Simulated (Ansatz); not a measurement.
One change: `ClB1CS1` becomes `ClB1[SiH2]S1`.

Ansatz, PBE0-D4/def2-TZVP geometries, multiplicity 1. 

| property | `ClB1CS1` |
| --- | --- |
| vertical ionisation energy (CCSD(T)/CBS(def2)) / eV | 10.12 |
| HOMO energy (B3LYP/def2-TZVPP) / eV | -7.45 |
| HOMO energy (ωB97M-V/def2-TZVPP) / eV | -9.83 |
| size of the dipole moment (B3LYP/def2-TZVPP) / D | 1.12 |
| HOMO energy (PBE0/def2-TZVPP) / eV | -7.70 |
| size of the dipole moment (PBE/def2-TZVPP) / D | 1.06 |

What does the change do to each property? (Estimate.)

Ansatz gave: 
```
                                           property  `ClB1[SiH2]S1`  shift
vertical ionisation energy (CCSD(T)/CBS(def2)) / eV            9.53  -0.59
                HOMO energy (B3LYP/def2-TZVPP) / eV           -7.09   0.36
              HOMO energy (ωB97M-V/def2-TZVPP) / eV           -9.32   0.51
   size of the dipole moment (B3LYP/def2-TZVPP) / D            1.30   0.18
                 HOMO energy (PBE0/def2-TZVPP) / eV           -7.31   0.39
     size of the dipole moment (PBE/def2-TZVPP) / D            1.08   0.02
```

With PBE0 the HOMO rises by 0.39 eV and the LUMO falls by 0.64 eV, so the gap narrows by about 1.03 eV. PBE moves the HOMO by 0.32 eV and ωB97M-V by 0.51 eV. Dipoles are sizes alone; their direction can turn.

B3LYP here is the variant with VWN-RPA as its local correlation; programs differ in this.
